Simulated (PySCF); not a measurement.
## Basis-set dependence of population analyses: `OB1OC[C@@H](F)O1`

C2H4BFO3.
Geometry (PBE0-D3(BJ)/def2-SVP, Å), atoms numbered from 1 in this order:
```xyz
11
C2H4BFO3 angstrom
O      2.431   -0.830    0.060
B      1.138   -0.462    0.045
O      0.623    0.637    0.681
C     -0.773    0.622    0.473
C     -1.010   -0.483   -0.568
F     -1.261    0.072   -1.790
O      0.174   -1.194   -0.618
H      2.973   -0.229    0.579
H     -1.294    0.408    1.421
H     -1.122    1.590    0.084
H     -1.852   -1.158   -0.339
```

PBE0 throughout (PySCF), one geometry, spherical d and f functions. The structure is a single PBE0-D3(BJ)/def2-SVP conformer in the gas phase; no vibrational or solvent corrections. The first 7 of 11 kinds of atom are listed.

Mulliken charges (e):

```tsv
basis	functions	O1	B2	O3	C4	C5	F6	O7
STO-3G	39	-0.326	+0.412	-0.270	-0.072	+0.134	-0.112	-0.271
6-31G	71	-0.601	+0.786	-0.550	-0.121	+0.303	-0.318	-0.514
pcSseg-0	71	-0.653	+0.994	-0.699	-0.168	+0.380	-0.366	-0.676
6-31G*	106	-0.592	+0.629	-0.467	-0.155	+0.393	-0.338	-0.451
cc-pVDZ	118	-0.096	+0.054	-0.232	+0.113	+0.282	-0.224	-0.196
def2-SVP	118	-0.138	+0.095	-0.291	+0.155	+0.323	-0.249	-0.243
aug-cc-pVDZ	197	-0.528	+0.538	-0.458	+0.857	+1.295	-0.507	-0.548
6-311+G(2d,p)	213	-0.740	+1.611	-0.713	-0.160	+0.263	-0.310	-0.711
def2-TZVP	241	-0.406	+0.365	-0.299	-0.040	+0.209	-0.207	-0.270
cc-pVTZ	266	-0.230	+0.161	-0.243	+0.018	+0.276	-0.207	-0.210
IGLO-III	285	-0.525	+0.840	-0.469	-0.041	+0.255	-0.249	-0.439
pcSseg-2	308	-0.400	+0.657	-0.485	+0.197	+0.448	-0.288	-0.456
```

IAO charges (e):

| basis | functions | O1 | B2 | O3 | C4 | C5 | F6 | O7 |
| --- | --- | --- | --- | --- | --- | --- | --- | --- |
| STO-3G | 39 | -0.376 | +0.412 | -0.281 | -0.161 | +0.141 | -0.139 | -0.281 |
| 6-31G | 71 | -0.517 | +0.577 | -0.421 | -0.124 | +0.289 | -0.295 | -0.393 |
| pcSseg-0 | 71 | -0.493 | +0.551 | -0.413 | -0.121 | +0.293 | -0.287 | -0.390 |
| 6-31G* | 106 | -0.539 | +0.634 | -0.442 | -0.088 | +0.346 | -0.310 | -0.421 |
| cc-pVDZ | 118 | -0.533 | +0.612 | -0.434 | -0.087 | +0.345 | -0.313 | -0.414 |
| def2-SVP | 118 | -0.527 | +0.607 | -0.433 | -0.082 | +0.346 | -0.313 | -0.413 |
| aug-cc-pVDZ | 197 | -0.552 | +0.629 | -0.445 | -0.089 | +0.347 | -0.326 | -0.421 |
| 6-311+G(2d,p) | 213 | -0.555 | +0.637 | -0.449 | -0.090 | +0.346 | -0.326 | -0.424 |
| def2-TZVP | 241 | -0.555 | +0.643 | -0.450 | -0.089 | +0.352 | -0.326 | -0.427 |
| cc-pVTZ | 266 | -0.554 | +0.640 | -0.448 | -0.090 | +0.351 | -0.324 | -0.426 |
| IGLO-III | 285 | -0.557 | +0.642 | -0.450 | -0.090 | +0.348 | -0.327 | -0.426 |
| pcSseg-2 | 308 | -0.556 | +0.643 | -0.450 | -0.089 | +0.351 | -0.327 | -0.427 |

Hirshfeld charges (e):

```csv
basis,functions,O1,B2,O3,C4,C5,F6,O7
STO-3G,39,-0.175,+0.207,-0.178,+0.043,+0.151,-0.085,-0.176
6-31G,71,-0.241,+0.264,-0.216,+0.015,+0.139,-0.129,-0.198
pcSseg-0,71,-0.247,+0.265,-0.209,+0.011,+0.138,-0.121,-0.195
6-31G*,106,-0.241,+0.265,-0.203,+0.013,+0.134,-0.120,-0.189
cc-pVDZ,118,-0.238,+0.260,-0.189,-0.002,+0.124,-0.110,-0.179
def2-SVP,118,-0.245,+0.270,-0.197,+0.001,+0.130,-0.115,-0.186
aug-cc-pVDZ,197,-0.250,+0.290,-0.201,-0.009,+0.121,-0.117,-0.190
"6-311+G(2d,p)",213,-0.252,+0.295,-0.206,-0.003,+0.124,-0.121,-0.194
def2-TZVP,241,-0.253,+0.291,-0.202,-0.005,+0.122,-0.117,-0.190
cc-pVTZ,266,-0.251,+0.288,-0.199,-0.006,+0.122,-0.114,-0.188
IGLO-III,285,-0.253,+0.295,-0.202,-0.008,+0.121,-0.117,-0.192
pcSseg-2,308,-0.254,+0.297,-0.202,-0.009,+0.121,-0.117,-0.191
```

Problem. Which scheme is steadiest as the basis changes?

Solution. Largest range over the bases for any column: Hirshfeld 0.09 e, IAO 0.23 e, Mulliken 1.56 e. Hirshfeld charges move least and Mulliken charges most, counted in e. Without the minimal STO-3G basis the ranges are Hirshfeld 0.04, IAO 0.09, Mulliken 1.56 e.

Problem. How much do the charges still move between the two largest bases, IGLO-III and pcSseg-2?

Solution. At most, over all atoms: Mulliken 0.238 e, IAO 0.003 e, Hirshfeld 0.002 e.

Problem. What do the same runs give for the total energy, the frontier levels and the dipole moment?

Solution. 
| basis | energy (Eh) | HOMO (eV) | LUMO (eV) | μ (D) |
| --- | --- | --- | --- | --- |
| STO-3G | -422.9012 | -5.08 | 5.69 | 1.94 |
| 6-31G | -428.5172 | -8.91 | 1.69 | 3.32 |
| pcSseg-0 | -427.6568 | -9.01 | 1.43 | 3.38 |
| 6-31G* | -428.6609 | -8.60 | 2.10 | 2.60 |
| cc-pVDZ | -428.7000 | -8.62 | 1.66 | 2.54 |
| def2-SVP | -428.3567 | -8.77 | 1.44 | 2.68 |
| aug-cc-pVDZ | -428.7371 | -8.91 | -0.25 | 2.67 |
| 6-311+G(2d,p) | -428.8161 | -8.96 | -0.10 | 2.74 |
| def2-TZVP | -428.8561 | -8.90 | 0.62 | 2.66 |
| cc-pVTZ | -428.8380 | -8.84 | 1.00 | 2.59 |
| IGLO-III | -428.8644 | -8.92 | 0.30 | 2.66 |
| pcSseg-2 | -428.8562 | -8.95 | 0.37 | 2.71 |

The dipole is fixed by the density alone, so its range of 1.44 D shows that the density itself changes with the basis, not only its division among atoms.
